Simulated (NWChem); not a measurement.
System: C3H6O; SMILES C1COC1

Here is an NWChem input.

```
start job
memory heap 200 mb stack 900 mb global 1100 mb
geometry units angstroms noautoz
  C      0.000000     0.000000     1.067013
  C      0.000000     1.025267    -0.073890
  O      0.000000     0.000000    -1.062901
  C      0.000000    -1.025267    -0.073890
  H      0.894540     0.000000     1.704708
  H     -0.894540     0.000000     1.704708
  H     -0.895206     1.670225    -0.137585
  H      0.895206     1.670225    -0.137585
  H      0.895206    -1.670225    -0.137585
  H     -0.895206    -1.670225    -0.137585
end
basis spherical
  * library 3-21g
end
dft
  xc b3lyp
  iterations 150
  mulliken
end
task dft energy
```

Excerpt of the output:

```
             Northwest Computational Chemistry Package (NWChem) 7.3.0
             --------------------------------------------------------

 C2V symmetry detected

                             Geometry "geometry" -> ""
                             -------------------------

 Output coordinates in angstroms (scale by  1.889725989 to convert to a.u.)

  No.       Tag          Charge          X              Y              Z
 ---- ---------------- ---------- -------------- -------------- --------------
    1 C                    6.0000     0.00000000     0.00000000     1.07103594
    2 C                    6.0000     0.00000000     1.02526700    -0.06986706
    3 O                    8.0000     0.00000000     0.00000000    -1.05887806
    4 C                    6.0000     0.00000000    -1.02526700    -0.06986706
    5 H                    1.0000     0.89454000     0.00000000     1.70873094
    6 H                    1.0000    -0.89454000     0.00000000     1.70873094
    7 H                    1.0000    -0.89520600     1.67022500    -0.13356206
    8 H                    1.0000     0.89520600     1.67022500    -0.13356206
    9 H                    1.0000     0.89520600    -1.67022500    -0.13356206
   10 H                    1.0000    -0.89520600    -1.67022500    -0.13356206

 Effective nuclear repulsion energy (a.u.)     128.7521154426

      Symmetry information
      --------------------

 Group name             C2v
 Group number             16
 Group order               4
 No. of unique centers     5

                                 NWChem DFT Module
                                 -----------------

 Summary of "ao basis" -> "ao basis" (spherical)
 ------------------------------------------------------------------------------
       Tag                 Description            Shells   Functions and Types
 ---------------- ------------------------------  ------  ---------------------
 C                           3-21g                   5        9   3s2p
 O                           3-21g                   5        9   3s2p
 H                           3-21g                   2        2   2s

      Symmetry analysis of basis
      --------------------------

        a1         21
        a2          4
        b1         10
        b2         13

            General Information
            -------------------
          SCF calculation type: DFT
          Wavefunction type:  closed shell.
          No. of atoms     :    10
          No. of electrons :    32
           Alpha electrons :    16
            Beta electrons :    16
          Charge           :     0
          Spin multiplicity:     1
          Use of symmetry is: on ; symmetry adaption is: on
          Maximum number of iterations: 150
          AO basis - number of functions:    48
                     number of shells:    32
          Convergence on energy requested:  1.00D-06
          Convergence on density requested:  1.00D-05
          Convergence on gradient requested:  5.00D-04

              XC Information
              --------------
                         B3LYP Method XC Potential
                     Hartree-Fock (Exact) Exchange  0.200
                        Slater Exchange Functional  0.800 local
                    Becke 1988 Exchange Functional  0.720 non-local
              Lee-Yang-Parr Correlation Functional  0.810
                  VWN I RPA Correlation Functional  0.190 local

             Grid Information
             ----------------
          Grid used for XC integration:  medium
          Radial quadrature: Mura-Knowles
          Angular quadrature: Lebedev.
          Tag              B.-S. Rad. Rad. Pts. Rad. Cut. Ang. Pts.
          ---              ---------- --------- --------- ---------
          C                   0.70       49           8.0       434
          O                   0.60       49           8.0       434
          H                   0.35       45          10.0       434
          Grid pruning is: on
          Number of quadrature shells:   237
          Spatial weights used:  Erf1

      Superposition of Atomic Density Guess
      -------------------------------------

 Sum of atomic energies:        -189.73716904

      Non-variational initial energy
      ------------------------------

 Total energy =    -192.185291
 1-e energy   =    -511.895650
 2-e energy   =     190.958243
 HOMO         =      -0.289029
 LUMO         =       0.150685

      Symmetry analysis of molecular orbitals - initial
      -------------------------------------------------

  Numbering of irreducible representations:

     1 a1          2 a2          3 b1          4 b2

  Orbital symmetries:

     1 a1          2 a1          3 a1          4 b2          5 a1
     6 a1          7 b2          8 a1          9 b1         10 a1
    11 b2         12 a2         13 b1         14 a1         15 b2
    16 b1         17 a1         18 a1         19 b1         20 b2
    21 a1         22 b2         23 a2         24 b2         25 b1
    26 a1

     ---------------------------------------------
      Total Density - Mulliken Population Analysis
     ---------------------------------------------

    Atom       Charge   Shell Charges
 -----------   ------   -------------------------------------------------------
    1 C    6     6.62   1.99  0.39  1.57  1.14  1.52
    2 C    6     5.94   1.99  0.39  1.36  1.00  1.20
    3 O    8     8.77   1.99  0.43  2.21  1.48  2.67
    4 C    6     5.94   1.99  0.39  1.36  1.00  1.20
    5 H    1     0.75   0.42  0.33
    6 H    1     0.75   0.42  0.33
    7 H    1     0.81   0.44  0.37
    8 H    1     0.81   0.44  0.37
    9 H    1     0.81   0.44  0.37
   10 H    1     0.81   0.44  0.37

   convergence    iter        energy       DeltaE   RMS-Dens  Diis-err
 ---------------- ----- ----------------- --------- --------- ---------
 d= 0,ls=0.0,diis     1   -191.9617406736 -3.21D+02  2.23D-02  6.47D-01
 d= 0,ls=0.0,diis     2   -191.9610965287  6.44D-04  1.32D-02  7.31D-01
 d= 0,ls=0.0,diis     3   -192.0301855761 -6.91D-02  3.07D-03  5.86D-02
 d= 0,ls=0.0,diis     4   -192.0345132883 -4.33D-03  1.26D-03  4.07D-03
 d= 0,ls=0.0,diis     5   -192.0349730572 -4.60D-04  2.52D-04  1.25D-04
  Resetting Diis
 d= 0,ls=0.0,diis     6   -192.0349882228 -1.52D-05  3.57D-05  2.79D-06
 d= 0,ls=0.0,diis     7   -192.0349885420 -3.19D-07  1.77D-05  3.06D-07
 d= 0,ls=0.0,diis     8   -192.0349885263  1.56D-08  9.50D-06  4.68D-07

         Total DFT energy =     -192.034988526347
      One electron energy =     -514.602041061381
           Coulomb energy =      220.874647479120
    Exchange-Corr. energy =      -27.059710386670
 Nuclear repulsion energy =      128.752115442584

 Numeric. integr. density =       31.999999053086

                  Occupations of the irreducible representations
                  ----------------------------------------------

                     irrep           alpha         beta
                     --------     --------     --------
                     a1                8.0          8.0
                     a2                1.0          1.0
                     b1                3.0          3.0
                     b2                4.0          4.0

                       DFT Final Molecular Orbital Analysis
                       ------------------------------------

 Vector   14  Occ=2.000000D+00  E=-3.373753D-01  Symmetry=b2
              MO Center= -3.7D-16, -8.8D-16,  2.3D-01, r^2= 2.3D+00
   Bfn.  Coefficient  Atom+Function         Bfn.  Coefficient  Atom+Function
  ----- ------------  ---------------      ----- ------------  ---------------
     4      0.320123   1 C  py               13     -0.261920   2 C  py
    31     -0.261920   4 C  py                8      0.246391   1 C  py
    17     -0.228180   2 C  py               35     -0.228180   4 C  py
    15      0.141839   2 C  s                33     -0.141839   4 C  s
    22      0.137878   3 O  py               26      0.129065   3 O  py

 Vector   15  Occ=2.000000D+00  E=-2.913512D-01  Symmetry=a1
              MO Center= -1.1D-16,  3.2D-16, -5.5D-01, r^2= 1.8D+00
   Bfn.  Coefficient  Atom+Function         Bfn.  Coefficient  Atom+Function
  ----- ------------  ---------------      ----- ------------  ---------------
    27      0.468110   3 O  pz               23      0.410427   3 O  pz
    24     -0.265599   3 O  s                 6     -0.247336   1 C  s
     5      0.236033   1 C  pz               14     -0.201683   2 C  pz
    32     -0.201683   4 C  pz                9      0.200445   1 C  pz
    38      0.119426   5 H  s                40      0.119426   6 H  s

 Vector   16  Occ=2.000000D+00  E=-2.302360D-01  Symmetry=b1
              MO Center=  5.0D-16,  1.4D-15, -7.3D-01, r^2= 1.9D+00
   Bfn.  Coefficient  Atom+Function         Bfn.  Coefficient  Atom+Function
  ----- ------------  ---------------      ----- ------------  ---------------
    25      0.521171   3 O  px               21      0.464531   3 O  px
    42      0.223844   7 H  s                44     -0.223844   8 H  s
    46     -0.223844   9 H  s                48      0.223844  10 H  s
    41      0.128536   7 H  s                43     -0.128536   8 H  s
    45     -0.128536   9 H  s                47      0.128536  10 H  s

 Vector   17  Occ=0.000000D+00  E= 1.022745D-01  Symmetry=a1
              MO Center= -3.4D-17, -6.8D-16,  5.2D-03, r^2= 3.1D+00
   Bfn.  Coefficient  Atom+Function         Bfn.  Coefficient  Atom+Function
  ----- ------------  ---------------      ----- ------------  ---------------
    24      0.756644   3 O  s                 9      0.662427   1 C  pz
    18      0.643904   2 C  pz               36      0.643904   4 C  pz
    15      0.595263   2 C  s                33      0.595263   4 C  s
     6     -0.391791   1 C  s                27      0.346807   3 O  pz
    38     -0.324121   5 H  s                40     -0.324121   6 H  s

[...]
```

Level: B3LYP/3-21G. Coordinates come from a PBE0/def2-SVP optimisation.
